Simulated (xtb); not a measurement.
I₃Sb, triplet, at the geometry of the source list (a higher spin typed on purpose: for a closed-shell molecule this is an excited state). Base run: GFN0-xTB run with xtb.

Input for xtb:
```
$ xtb mol.xyz --gfn 0 --uhf 2 --json

# file mol.xyz
4

Sb     0.00070000     0.00200000     0.99470000
I     -1.87070000    -1.50500000    -0.33200000
I     -0.36780000     2.37070000    -0.33110000
I      2.23790000    -0.86770000    -0.33160000
```

Each row names what was changed in the base input (with any setting that the change needs).

| change | ΔE vs base (kcal/mol) |
|---|---|
| base | 0.000 |
| acc = 0.0001 | 0.000 |
| etemp = 1000 | -4.26 |
| etemp = 3000 | -20.50 |
| etemp = 10000 | -90.0 |
